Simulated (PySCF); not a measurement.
## NMR data sheet: C3H4FN3Si

- Formula: C3H4FN3Si
- SMILES: N#C[Si](N)(C#N)CF
- Point group of the computed structure: C1
- Degrees of unsaturation: 4
- Carbon signals: 2
- Proton signals: 2

Mapped SMILES: `[N:1]#[C:2][Si:3]([NH2:4])([C:5]#[N:6])[CH2:7][F:8]`. Hydrogens are named by the atom that carries them.

[PySCF 2.14.0 with density-fitted response routines: coordinates at the GFN2-xTB level; shieldings: GIAO PBE0/pcSseg-1; no solvent model; single conformer; non-relativistic Hamiltonian; equivalent nuclei averaged]

Chemical shifts δ = σref − σ; $^{1}$H (31.72 ppm), $^{13}$C (186.93 ppm), $^{29}$Si (349.16 ppm) vs TMS; $^{19}$F (170.95 ppm) vs CFCl3; $^{15}$N (267.73 ppm) against NH3, all at this level.

```tsv
carbon	δC, type	δH (multiplicity)	HMBC from (2–3 bonds)	span of the C tensor (ppm)
C2/C5	122.5, C	–	H(C7)	338
C7	79.8, CH2	5.12 (m)	–	102
```

Other nuclei:
```json
{"atoms": "H(N4)", "nucleus": "$^{1}$H", "environment": "hydrogen on a nitrogen bonded to Si", "δ (ppm)": "1.61", "σ (ppm)": "30.11"}
{"atoms": "F8", "nucleus": "$^{19}$F", "environment": "fluorine on an sp3 carbon", "δ (ppm)": "-310.0", "σ (ppm)": "480.9"}
{"atoms": "Si3", "nucleus": "$^{29}$Si", "environment": "silicon bonded to 3 C, N", "δ (ppm)": "-72.0", "σ (ppm)": "421.2"}
{"atoms": "N1/N6", "nucleus": "$^{15}$N", "environment": "nitrile nitrogen", "δ (ppm)": "363.3", "σ (ppm)": "-95.6"}
{"atoms": "N4", "nucleus": "$^{15}$N", "environment": "nitrogen bonded to Si, 2 H", "δ (ppm)": "17.6", "σ (ppm)": "250.1"}
```

- Carbon types of the structure: 2 × C, 1 × CH2, leaving 2 H on heteroatoms.
- δC 122.5: nitrile carbon; C≡N carbons fall here, among the sp2 signals but without a proton.
- δC 79.8: sp3 CH2 bonded to F and Si; pulled downfield by the heteroatom.
- δH 5.12: hydrogen on an sp3 CH2 bonded to F and Si; its carbon carries F, an electronegative neighbour.
- δH 1.61: hydrogen on a nitrogen bonded to Si; labile proton, position sensitive to the medium.

The OH or NH signal is concentration- and solvent-dependent in practice; the value given is the gas-phase one. Splittings by $^{19}$F in the carbon and heteronuclear signals aren't shown, as no couplings were computed. Shifts are as computed. Against solution values, carbons near 30 ppm lie about +3 ppm off and those near 130 ppm about +5 ppm. Of 1309 compounds with measured shifts, 239 miss one by over three times the rms of a fit or turn the order of signals round; such compounds aren't used in these exercises. Unscaled 19F shifts against computed CFCl3 carry errors that often reach 10 to 50 ppm. Experimental scales use liquid or dissolved standards, which lie at an offset from isolated NH3 (liquid NH3: subtract about 20 ppm). Unscaled 15N shifts of sp2 nitrogen come out 20 to 40 ppm too high even then.
